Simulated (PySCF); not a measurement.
Heptafluorobutyric acid, C4HF7O2.
Atom-mapped SMILES: `[O:1]=[C:2]([OH:3])[C:4]([F:5])([F:6])[C:7]([F:8])([F:9])[C:10]([F:11])([F:12])[F:13]` (hydrogens: H14 on O3)

The same species was optimised twice, with GFN2-xTB and with PBE0-D3(BJ)/def2-SVP (PySCF), and the same property calculations (PySCF, gas phase) were run on both structures.

| coordinate | GFN2-xTB | PBE0-D3(BJ)/def2-SVP | change |
| --- | --- | --- | --- |
| C2–C4 (Å) | 1.564 | 1.542 | -0.022 |
| C4–F5 (Å) | 1.345 | 1.332 | -0.013 |
| C7–C10 (Å) | 1.556 | 1.544 | -0.012 |
| C2–O3 (Å) | 1.314 | 1.324 | +0.010 |
| C7–F8 (Å) | 1.347 | 1.337 | -0.010 |
| C4–C7 (Å) | 1.557 | 1.550 | -0.007 |
| C7–F9 (Å) | 1.343 | 1.337 | -0.006 |
| C4–F6 (Å) | 1.349 | 1.343 | -0.006 |
| C10–F11 (Å) | 1.338 | 1.333 | -0.005 |
| O1=C2 (Å) | 1.188 | 1.194 | +0.006 |
| C10–F12 (Å) | 1.325 | 1.321 | -0.004 |
| C10–F13 (Å) | 1.324 | 1.321 | -0.003 |
| C4–C7–F9 (°) | 110.2 | 107.9 | -2.3 |
| C4–C7–C10 (°) | 112.6 | 115.0 | +2.4 |
| C2–C4–C7 (°) | 112.7 | 115.0 | +2.3 |
| F5–C4–F6 (°) | 107.0 | 109.1 | +2.1 |
| F8–C7–F9 (°) | 107.2 | 109.1 | +1.9 |
| F6–C4–C7 (°) | 108.5 | 106.6 | -1.9 |
| C7–C10–F12 (°) | 110.9 | 109.5 | -1.4 |
| O3–C2–C4 (°) | 109.7 | 111.0 | +1.3 |
| O1–C2–C4–F5 (°) | -9 | -12 | -3 |
| C2–C4–C7–F8 (°) | 64 | 66 | +2 |
| C4–C7–C10–F11 (°) | 61 | 63 | +2 |

Rotational constants: A = 1104, B = 763.2, C = 682.8 MHz (GFN2-xTB) against A = 1131, B = 753.4, C = 678.8 MHz (PBE0-D3(BJ)/def2-SVP). Point groups within 0.08 Å: C1 and C1.

On the GFN2-xTB structure: HOMO (eV) -9.24 [PBE0/pcSseg-1]; LUMO (eV) -1.18 [PBE0/pcSseg-1]; dipole (D) 2.42 [PBE0/pcSseg-1]; GIAO shielding of O1 (ppm) -105.3 [PBE0/pcSseg-1]; GIAO shielding of C2 (ppm) 23.1 [PBE0/pcSseg-1]; GIAO shielding of O3 (ppm) 136.1 [PBE0/pcSseg-1]; GIAO shielding of C4 (ppm) 70.7 [PBE0/pcSseg-1]; GIAO shielding of F5/F6 (mean) (ppm) 310.8 [PBE0/pcSseg-1]; GIAO shielding of C7 (ppm) 70.3 [PBE0/pcSseg-1]; GIAO shielding of F8/F9 (mean) (ppm) 318.2 [PBE0/pcSseg-1]; GIAO shielding of C10 (ppm) 59.8 [PBE0/pcSseg-1].

What do these properties become on the PBE0-D3(BJ)/def2-SVP structure?

```
                                    property          level  on GFN2-xTB  on PBE0-D3(BJ)/def2-SVP  change
                                   HOMO (eV)  PBE0/pcSseg-1        -9.24                    -9.26   -0.02
                                   LUMO (eV)  PBE0/pcSseg-1        -1.18                    -1.26   -0.08
                                  dipole (D)  PBE0/pcSseg-1         2.42                     2.19   -0.23
energy, GFN2-xTB geometry as zero (kcal/mol)  PBE0/pcSseg-1          0.0                     -1.7    -1.7
                  GIAO shielding of O1 (ppm)  PBE0/pcSseg-1       -105.3                   -116.2   -10.9
                  GIAO shielding of C2 (ppm)  PBE0/pcSseg-1         23.1                     19.9    -3.2
                  GIAO shielding of O3 (ppm)  PBE0/pcSseg-1        136.1                    127.6    -8.5
                  GIAO shielding of C4 (ppm)  PBE0/pcSseg-1         70.7                     73.7    +3.0
        GIAO shielding of F5/F6 (mean) (ppm)  PBE0/pcSseg-1        310.8                    316.2    +5.4
                  GIAO shielding of C7 (ppm)  PBE0/pcSseg-1         70.3                     72.5    +2.2
        GIAO shielding of F8/F9 (mean) (ppm)  PBE0/pcSseg-1        318.2                    324.1    +5.9
                 GIAO shielding of C10 (ppm)  PBE0/pcSseg-1         59.8                     61.2    +1.4
```

The heavy atoms differ by 0.064 Å rms after alignment. Among bonds between heavy atoms C2–C4 changes most (-0.022 Å). Changes are differences of the printed values. Neither structure is proved a minimum here.

Conformer computed: `[O:1]=[C:2]([OH:3])[C:4]([F:5])([F:6])[C:7]([F:8])([F:9])[C:10]([F:11])([F:12])[F:13]`: O1–C2–C4–F5 -12°, C2–C4–C7–F8 66°, C4–C7–C10–F11 63°, H–O3–C2–O1 -1°.
